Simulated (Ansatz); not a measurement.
Ansatz (a quantum-chemistry and plane-wave program) input for H7Si3, SMILES [SiH2][SiH2][SiH3] (connectivity only; charge and spin as stated), charge +1, multiplicity 1, PBE0/def2-SVPD. Geometry optimised at B3LYP-D3(BJ)/def2-SVP. The spin state was assumed, not searched. The isomer is the one that the SMILES or the coordinates give; other isomers of the formula were not compared.

Ansatz 0.2 input:
```yaml
crystal:
  periodic: [false, false, false]
  atoms:
    - {symbol: Si, position_ang: [0.47207899, 1.83548849, 0.00000000]}
    - {symbol: Si, position_ang: [-1.02282753, 0.06480861, -0.00000000]}
    - {symbol: Si, position_ang: [0.49545113, -1.81048300, -0.00000000]}
    - {symbol: H, position_ang: [1.09674118, 2.37927132, 1.23354217]}
    - {symbol: H, position_ang: [1.09674118, 2.37927133, -1.23354217]}
    - {symbol: H, position_ang: [-1.80530890, 0.18493541, -1.25661688]}
    - {symbol: H, position_ang: [-1.80530890, 0.18493541, 1.25661689]}
    - {symbol: H, position_ang: [-0.43581703, -2.96800349, 0.00000000]}
    - {symbol: H, position_ang: [1.31355809, -1.70890369, -1.23376786]}
    - {symbol: H, position_ang: [1.31355810, -1.70890370, 1.23376786]}
basis:
  gaussian:
    orbitals: def2-SVPD
hamiltonian:
  xc: {name: PBE0}
total_charge: 1
```

Log of the run:

```
WARN ansatz: RAYON_NUM_THREADS=1 ignored (pool sized by the plan → 1); use --threads N
Functional definition: PBE0
integrals: 0.06 GiB planned
1183 factors; their error is unknown
mean field: 0.50 GiB planned
mean field evaluation 1: about -23719.1530 eV, gradient 1.5e1 eV
mean field evaluation 2: about -23718.5904 eV, gradient 1.9e1 eV
mean field evaluation 4: about -23720.2333 eV, gradient 6.4e-1 eV
mean field evaluation 8: about -23720.4294 eV, gradient 1.2e-1 eV
mean field evaluation 16: about -23720.4294 eV, gradient 7.1e-5 eV
mean field -23720.42944816 eV, -871.7097039355 hartree, gradient 7.1e-5 eV, S^2 0.000000; 0 other end points of the search recorded, 0 dependent functions left out
reference -23720.42948537 eV, -871.7097053027 hartree; 24, 24 occupied and 104, 104 virtual orbitals, 1183 factors
Total energy: -23720.42948537 eV, -871.7097053027 hartree
```

The run converged.
